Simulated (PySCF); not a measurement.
Level sweep

Species: C₂H₇ClSi₂.
Z-matrix (Å and degrees, PBE0-D3(BJ)/def2-SVP geometry), rows numbered from 1:
```
Cl
C   1  1.7781
Si  2  1.9132  1  120.76
C   3  1.9037  2   88.98  1  -144.00
Si  4  1.9031  3   87.88  2    19.61
H   2  1.1039  1  108.15  3   126.47
H   3  1.4917  2  110.78  1   -31.19
H   3  1.4949  2  116.54  1    95.52
H   4  1.1024  3  111.95  2   -93.23
H   4  1.0991  3  117.54  2   139.96
H   5  1.4949  2  116.63  1   -95.17
H   5  1.4918  2  110.54  1    31.27
```

PySCF, dipoles from the SCF density, polarisabilities from static response with core orbitals frozen. The structure is a single PBE0-D3(BJ)/def2-SVP conformer in the gas phase; no vibrational or solvent corrections.

The anisotropy is √(½[(α1 − α2)² + (α2 − α3)² + (α3 − α1)²]).

```json
{"level": "LDA/def2-SVPD", "μ (D)": "2.413", "α (Å³)": "14.12", "anisotropy (Å³)": "3.71"}
{"level": "PBE/def2-SVPD", "μ (D)": "2.411", "α (Å³)": "13.88", "anisotropy (Å³)": "3.68"}
{"level": "B3LYP/def2-SVPD", "μ (D)": "2.466", "α (Å³)": "13.45", "anisotropy (Å³)": "3.42"}
{"level": "PBE0/def2-SVPD", "μ (D)": "2.493", "α (Å³)": "13.33", "anisotropy (Å³)": "3.40"}
{"level": "BHandHLYP/def2-SVPD", "μ (D)": "2.557", "α (Å³)": "12.93", "anisotropy (Å³)": "3.17"}
{"level": "CAM-B3LYP/def2-SVPD", "μ (D)": "2.510", "α (Å³)": "13.19", "anisotropy (Å³)": "3.22"}
{"level": "wB97X-D/def2-SVPD", "μ (D)": "2.530", "α (Å³)": "13.15", "anisotropy (Å³)": "3.22"}
{"level": "LC-wPBE/def2-SVPD", "μ (D)": "2.547", "α (Å³)": "12.84", "anisotropy (Å³)": "3.05"}
{"level": "HF/def2-SVPD", "μ (D)": "2.695", "α (Å³)": "12.39", "anisotropy (Å³)": "2.89"}
{"level": "PBE0/6-31G*", "μ (D)": "2.596", "α (Å³)": "10.80", "anisotropy (Å³)": "3.07"}
{"level": "PBE0/6-31+G*", "μ (D)": "2.600", "α (Å³)": "12.21", "anisotropy (Å³)": "3.16"}
{"level": "PBE0/def2-SVP", "μ (D)": "2.260", "α (Å³)": "11.29", "anisotropy (Å³)": "2.81"}
{"level": "PBE0/aug-cc-pVDZ", "μ (D)": "2.453", "α (Å³)": "13.55", "anisotropy (Å³)": "3.52"}
{"level": "PBE0/def2-TZVP", "μ (D)": "2.389", "α (Å³)": "12.69", "anisotropy (Å³)": "3.40"}
{"level": "PBE0/def2-TZVPD", "μ (D)": "2.438", "α (Å³)": "13.56", "anisotropy (Å³)": "3.51"}
```

The dipole runs from 2.26 D (PBE0/def2-SVP) to 2.70 D (HF/def2-SVPD). No reference polarisability is at hand; against PBE0 in the largest diffuse basis at hand (def2-TZVPD) the other PBE0 rows deviate by 6-31G* -20%, 6-31+G* -10%, def2-SVP -17%, def2-SVPD -2%, aug-cc-pVDZ 0%, def2-TZVP -6%. In one basis (def2-SVPD) the functionals order the polarisability from HF (lowest) to LDA (highest), a spread of 14%. With PBE0 the polarisability is 11.59 Å³ without diffuse functions (mean of 6-31G*, def2-SVP and def2-TZVP) and 13.16 Å³ with them (mean of 6-31+G*, def2-SVPD, aug-cc-pVDZ and def2-TZVPD).

Without π bonds the low states are Rydberg-like; a valence basis with one diffuse set may place them up to an eV too high.
